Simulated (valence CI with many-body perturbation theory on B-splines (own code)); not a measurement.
S X: what the settings do

Computed by valence CI with perturbative core correlation (CI+MBPT): five valence electrons over a frozen Dirac-Fock core [He], radial functions for each j: 6 s, 6 p, 5 d, 3 f, 1 g, with the one-electron correlation potential Σ1 (screened to all orders), the two-electron term Σ2, the three-electron term Σ3, Breit, model QED; selected single and double excitations, second order for the rest, scaled by the run's own slope (own B-spline code, finite nucleus).

No measured spectrum was set against this ion. As an estimate, levels of excited configurations hold to 0.05 to 0.15 % of their energy, terms of the ground configuration to about 0.5 %. Among the levels kept, up to 2500 cm⁻¹ of a level comes from second order outside the variational space, and about a tenth of that is noise between levels of different J, which matters for small intervals.

The reference run has the lowest level 2s2.2p3 4S°_3/2 and an ionisation energy of 447.510 eV. Its largest variational space holds 10598 state functions.

Changed runs:
A. lowest core n in screening and Σ2 1 → 4
B. size limit of the variational space 10000 → 3000
C. averaging of valence orbitals over low configurations on → off
D. start configuration 2s2 2p3 → 2s2 2p4 (bad on purpose)

Excitation energies of the reference run in cm⁻¹, and shifts in cm⁻¹:

| Level | Reference | B | C |
| --- | --- | --- | --- |
| 2s2.2p3 2D°_3/2 | 82981 | -29 | +12 |
| 2s2.2p3 2D°_5/2 | 84133 | -66 | +10 |
| 2s2.2p3 2P°_1/2 | 127662 | -23 | +16 |
| 2s2.2p3 2P°_3/2 | 129476 | -38 | +15 |
| 2s.2p4 4P_5/2 | 378654 | +1.8 | +36 |
| 2s.2p4 4P_3/2 | 385553 | +5.1 | +36 |
| 2s.2p4 4P_1/2 | 389082 | +13 | +37 |
| 2s.2p4 2D_3/2 | 521516 | -26 | +37 |
| 2s.2p4 2D_5/2 | 521659 | -34 | +37 |
| 2s.2p4 2S_1/2 | 609910 | -13 | +37 |
| 2s.2p4 2P_3/2 | 637915 | -48 | +15 |
| 2s.2p4 2P_1/2 | 646695 | -10 | +16 |
| Ionisation energy (eV) | 447.510 | +0.0021 | -0.0018 |

Run A: It gave no result: the setting left no core shell for the response of the core. The program said: "need at least one array to concatenate".

Run D: It gave no result: the electrons of core and valence do not add up to the charge. The program said: "core and valence hold 8 electrons, the ion has 7".
